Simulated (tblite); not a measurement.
Compound: C5H7ClN2Si.
Z-matrix (Å and degrees, GFN2-xTB geometry), rows numbered from 1:
```
Cl
C   1  1.7844
Si  2  1.9044  1  109.03
C   3  1.8935  2  106.50  1   179.95
C   4  1.3945  3  123.62  2   179.80
N   5  1.3214  4  122.66  3   179.99
C   6  1.3246  5  117.03  4     0.07
C   7  1.3889  6  121.17  5    -0.06
N   8  1.3224  7  121.50  6    -0.01
H   2  1.0872  1  106.81  3  -122.24
H   2  1.0872  1  106.81  3   122.15
H   3  1.4647  2  109.95  1    61.18
H   3  1.4647  2  109.95  1   -61.15
H   5  1.0812  4  120.95  3    -0.08
H   7  1.0813  6  116.47  5   179.89
H   8  1.0821  7  122.09  6   179.94
```

Method: GFN2-xTB as coded in tblite; computed harmonic values from a numerical Hessian at the method's own geometry, unscaled. This tight-binding method is rough: wavenumbers can miss measured ones by several per cent, in bad cases by 10 to 20. Modes of hydrogen on silicon can be 10 to 20 % off. One conformer, not necessarily the lowest.

Problem. How many normal modes are there?

Solution. 16 atoms, non-linear: 3N − 6 = 42.

Problem. What is the point group of the computed structure, and how do the modes divide by symmetry?

Solution. Cs. The vibrations span 27 a′ + 15 a″.

Problem. How many distinct wavenumbers does the calculation give?

Solution. 42: Cs has no degenerate species.

Problem. How many fundamentals are allowed in the infrared by symmetry?

Solution. 42 of 42: in Cs every mode is allowed. All fundamentals are allowed in the Raman spectrum.
